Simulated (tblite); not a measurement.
C4H9N2Si2 (doublet state).
Bonds: N1–C2 (double), C2–C3, C3–C4, C4–Si5, Si5–Si6, Si6–C7, C7–N8 (triple). Hydrogens: H9 on C2; H10, H11 on C3; H12, H13 on C4; H14, H15 on Si5; H16, H17 on Si6.
Bond orders are those of one Lewis drawing.

Computed with GFN2-xTB (tblite), gas phase: L-BFGS steps from a force-field or distance-geometry start until the largest atomic force falls under 0.01 eV/Å.

Step 14: E = -606.3206 eV
```
atom  x, y, z in Å  |  force x, y, z in eV/Å
N1     -3.7584   -1.4484    0.4169    0.024  -0.034  -0.009
C2     -2.6403   -1.6706   -0.0081    0.013   0.065  -0.032
C3     -1.7455   -0.6683   -0.7366    0.068   0.060  -0.019
C4     -0.5660   -0.2932    0.1440    0.036   0.026   0.007
Si5     0.5629    1.0318   -0.6594   -0.015  -0.017   0.052
Si6     2.2398    1.5570    0.8571   -0.006   0.001  -0.015
C7      3.1481   -0.0263    1.2456   -0.023  -0.040  -0.034
N8      3.6464   -1.0426    1.4258    0.030   0.002   0.031
H9     -2.1323   -2.6370    0.1138   -0.026  -0.025   0.026
H10    -1.4028   -1.1293   -1.6646   -0.012  -0.018  -0.009
H11    -2.3359    0.2161   -0.9767   -0.045  -0.016   0.006
H12     0.0226   -1.1849    0.3765   -0.007   0.015  -0.013
H13    -0.9437    0.0872    1.0965    0.011   0.001  -0.014
H14     1.0707    0.5133   -1.9382   -0.044  -0.007   0.027
H15    -0.2422    2.2243   -0.9573   -0.036  -0.036  -0.030
H16     3.2783    2.4498    0.3370    0.007   0.009   0.027
H17     1.7913    2.0331    2.1700    0.025   0.015   0.000
```

Step 15: E = -606.3216 eV
```
atom  x, y, z in Å  |  force x, y, z in eV/Å
N1     -3.7570   -1.4497    0.4163   -0.001  -0.019  -0.007
C2     -2.6389   -1.6688   -0.0100   -0.006   0.024   0.004
C3     -1.7451   -0.6678   -0.7365    0.067   0.060  -0.028
C4     -0.5663   -0.2932    0.1436    0.053   0.033   0.020
Si5     0.5621    1.0317   -0.6580   -0.002   0.005   0.029
Si6     2.2411    1.5582    0.8581   -0.026   0.007  -0.028
C7      3.1452   -0.0280    1.2427   -0.011  -0.022  -0.020
N8      3.6484   -1.0408    1.4282    0.030  -0.018   0.026
H9     -2.1328   -2.6359    0.1145   -0.013  -0.028   0.018
H10    -1.4041   -1.1284   -1.6640    0.012  -0.034  -0.041
H11    -2.3353    0.2150   -0.9777   -0.063   0.022   0.005
H12     0.0219   -1.1844    0.3764    0.003  -0.002  -0.012
H13    -0.9427    0.0870    1.0962   -0.003   0.006   0.000
H14     1.0667    0.5122   -1.9385   -0.039  -0.005   0.038
H15    -0.2458    2.2218   -0.9605   -0.028  -0.040  -0.020
H16     3.2817    2.4499    0.3386   -0.003   0.001   0.030
H17     1.7938    2.0330    2.1728    0.029   0.011  -0.013
```

Step 16: E = -606.3225 eV
```
atom  x, y, z in Å  |  force x, y, z in eV/Å
N1     -3.7559   -1.4513    0.4157   -0.016  -0.002  -0.009
C2     -2.6375   -1.6668   -0.0118   -0.008  -0.016   0.032
C3     -1.7435   -0.6662   -0.7370    0.034   0.036  -0.029
C4     -0.5656   -0.2926    0.1437    0.045   0.026   0.021
Si5     0.5614    1.0318   -0.6562    0.012   0.031   0.001
Si6     2.2418    1.5595    0.8586   -0.029   0.002  -0.028
C7      3.1424   -0.0299    1.2398    0.001  -0.008  -0.006
N8      3.6507   -1.0391    1.4309    0.022  -0.022   0.018
H9     -2.1335   -2.6352    0.1154   -0.002  -0.016   0.007
H10    -1.4050   -1.1282   -1.6642    0.031  -0.032  -0.052
H11    -2.3360    0.2145   -0.9785   -0.058   0.044   0.004
H12     0.0213   -1.1840    0.3761    0.015  -0.015  -0.010
H13    -0.9418    0.0869    1.0959   -0.013   0.011   0.016
H14     1.0620    0.5111   -1.9381   -0.031  -0.004   0.042
H15    -0.2497    2.2187   -0.9640   -0.022  -0.038  -0.011
H16     3.2850    2.4500    0.3408   -0.011  -0.005   0.030
H17     1.7970    2.0329    2.1753    0.030   0.007  -0.024
```

Task: Estimate the geometry and energy of step 17. (The exact step hangs on the optimiser's Hessian estimate; all steps are aligned on step 16, rigid shifts and turns removed.)

Result: E = -606.3232 eV, largest force 0.054 eV/Å
```
atom  x, y, z in Å  |  force x, y, z in eV/Å
N1     -3.7553   -1.4527    0.4149   -0.018   0.013  -0.014
C2     -2.6365   -1.6653   -0.0127    0.001  -0.033   0.038
C3     -1.7416   -0.6642   -0.7380   -0.008   0.003  -0.020
C4     -0.5643   -0.2916    0.1441    0.016   0.011   0.013
Si5     0.5610    1.0324   -0.6547    0.018   0.045  -0.018
Si6     2.2418    1.5607    0.8584   -0.016  -0.011  -0.019
C7      3.1402   -0.0318    1.2372    0.011   0.000   0.005
N8      3.6530   -1.0378    1.4335    0.008  -0.012   0.009
H9     -2.1340   -2.6349    0.1162    0.006   0.000  -0.003
H10    -1.4052   -1.1286   -1.6653    0.037  -0.012  -0.038
H11    -2.3375    0.2148   -0.9791   -0.033   0.041   0.004
H12     0.0210   -1.1840    0.3757    0.021  -0.017  -0.007
H13    -0.9414    0.0870    1.0960   -0.017   0.011   0.022
H14     1.0574    0.5100   -1.9371   -0.019  -0.007   0.035
H15    -0.2536    2.2153   -0.9673   -0.021  -0.027  -0.005
H16     3.2877    2.4498    0.3434   -0.015  -0.007   0.027
H17     1.8003    2.0329    2.1771    0.028   0.004  -0.030
```

The energy changes by -0.0007 eV. The first-order estimate −F·Δx gives -0.0010 eV and the mean of the old and new forces, exact on a quadratic surface, -0.0007 eV. The step makes an angle of 61° with the force vector and moves no atom by more than 0.006 Å.

What follows is the cost of the whole relaxation. The run took 0.4 s wall on Arm Neoverse V2, one thread, shared host with 96 logical CPUs at a one-minute load of 49.
